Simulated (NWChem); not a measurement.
All runs are NWChem calculations. System: H3ClSi, charge 0, spin multiplicity 1, at a geometry optimised with B3LYP/def2-SVP. The structure started from a generated list of species. Level: CCSD linear response/def2-SVPD, 10 core orbitals frozen.

The NWChem input:

```
start mol
memory heap 100 mb stack 700 mb global 1900 mb
geometry units angstroms nocenter noautoz
  Si     0.027906    -0.996521     0.000000
  Cl    -0.030294     1.081792     0.000000
  H      0.744376    -1.460043     1.217998
  H      0.744376    -1.460043    -1.217998
  H     -1.364432    -1.519090     0.000000
  symmetry group Cs
end
basis spherical
  * library def2-svpd
end
scf
  rhf
  nopen 0
  maxiter 100
  thresh 1e-7
  semidirect memsize 60000000 filesize 0
end
tce
  freeze core 10
  ccsd
  thresh 1e-6
  tilesize 24
end
set tce:lineresp T
set tce:afreq 0.0773
set tce:respaxis T T T
task tce energy
```

Part of the output:

```
             Northwest Computational Chemistry Package (NWChem) 7.3.0
             --------------------------------------------------------

                                NWChem Input Module
                                -------------------

 Scaling coordinates for geometry "geometry" by  1.889725989
 (inverse scale =  0.529177249)

 Turning off AUTOSYM since
 SYMMETRY directive was detected!

                             Geometry "geometry" -> ""
                             -------------------------

 Output coordinates in angstroms (scale by  1.889725989 to convert to a.u.)

  No.       Tag          Charge          X              Y              Z
 ---- ---------------- ---------- -------------- -------------- --------------
    1 Si                  14.0000     0.02790600    -0.99652100     0.00000000
    2 Cl                  17.0000    -0.03029400     1.08179200     0.00000000
    3 H                    1.0000     0.74437600    -1.46004300     1.21799800
    4 H                    1.0000     0.74437600    -1.46004300    -1.21799800
    5 H                    1.0000    -1.36443200    -1.51909000     0.00000000

 Effective nuclear repulsion energy (a.u.)      85.4045721171

            Nuclear Dipole moment (a.u.)
            ----------------------------
        X                 Y               Z
 ---------------- ---------------- ----------------
     0.0000113384    -0.0000113384     0.0000000000

      Symmetry information
      --------------------

 Group name             Cs
 Group number              2
 Group order               2
 No. of unique centers     4

      Symmetry unique atoms

     1    2    3    5


 Summary of "ao basis" -> "" (spherical)
 ------------------------------------------------------------------------------
       Tag                 Description            Shells   Functions and Types
 ---------------- ------------------------------  ------  ---------------------
 *                         def2-svpd                  on all atoms

 Summary of "ao basis" -> "ao basis" (spherical)
 ------------------------------------------------------------------------------
[...]
 CCSD-LR iterations
 ---------------------------------------------
 Iter          Residuum            Cpu    Wall
 ---------------------------------------------
    1          1.1468997235128     0.4     0.4
    2          1.1330852037364     0.4     0.4
    3          0.6832688023134     0.4     0.4
    4          0.4075523634471     0.4     0.4
    5          0.2444530964157     0.4     0.4
    6          0.0396683736231     0.4     0.4
    7          0.0213457843689     0.4     0.4
    8          0.0141406255861     0.4     0.4
    9          0.0099106486493     0.4     0.4
   10          0.0070491130580     0.4     0.4
   11          0.0012688571111     0.4     0.4
   12          0.0006117704301     0.4     0.4
   13          0.0003895301502     0.4     0.4
   14          0.0002617698214     0.4     0.4
   15          0.0001808535142     0.4     0.4
   16          0.0000435327944     0.4     0.4
   17          0.0000224514375     0.4     0.4
   18          0.0000146861216     0.4     0.4
   19          0.0000102243364     0.4     0.4
   20          0.0000072626563     0.4     0.4
   21          0.0000016260330     0.4     0.4
   22          0.0000008064881     0.4     0.4
 ---------------------------------------------
 Iterations converged

 Frequency =      -0.0773000 / au

 CCSD-LR iterations
 ---------------------------------------------
 Iter          Residuum            Cpu    Wall
 ---------------------------------------------
    1          1.1468997235128     0.4     0.4
    2          1.3020057726498     0.4     0.4
    3          0.2640534743806     0.4     0.4
    4          0.1450312748334     0.4     0.4
    5          0.0402427078301     0.4     0.4
    6          0.0134619617161     0.4     0.4
    7          0.0053293532914     0.4     0.4
    8          0.0019840549175     0.4     0.4
    9          0.0010277835523     0.4     0.4
   10          0.0004109077114     0.4     0.4
   11          0.0001056308562     0.4     0.4
   12          0.0000425246436     0.4     0.4
   13          0.0000193625633     0.4     0.4
   14          0.0000095818903     0.4     0.4
   15          0.0000045186777     0.4     0.4
   16          0.0000009088011     0.4     0.4
 ---------------------------------------------
 Iterations converged

 CCSD-LR dipole moments / hartree & Debye
 --------------------------------
 X      -0.0157660     -0.0400734
 Y       0.5639164      1.4333433
 Z       0.0000000      0.0000000
 --------------------------------

 CCSD Linear Response polarizability / au
 Frequency  =       0.0773000 / au
 Wavelength =     589.4353558 / nm
 -------------------------------------------------------|-----------------------------------------------
                     atomic units (bohr^3)              |                   angstroms^3
                  X              Y              Z       |             X              Y              Z
 -------------------------------------------------------|-----------------------------------------------
 X           39.6230238     -0.3134633     -0.0000000   |      5.8715276     -0.0464505     -0.0000000
 Y           -0.3134633     50.8057166     -0.0000000   |     -0.0464505      7.5286321     -0.0000000
 Z           -0.0000000     -0.0000000     39.6143011   |     -0.0000000     -0.0000000      5.8702351
 -------------------------------------------------------|-----------------------------------------------
 Eigs =      39.6142440     50.8144964     39.6143011   |      5.8702266      7.5299331      5.8702351
 Isotropic   =              43.3476805                  |                     6.4234649
 Anisotropic =              11.2002239                  |                     1.6597023
 -------------------------------------------------------|-----------------------------------------------

 Task  times  cpu:       70.5s     wall:       70.5s

 Total times  cpu:       70.5s     wall:       70.5s
```
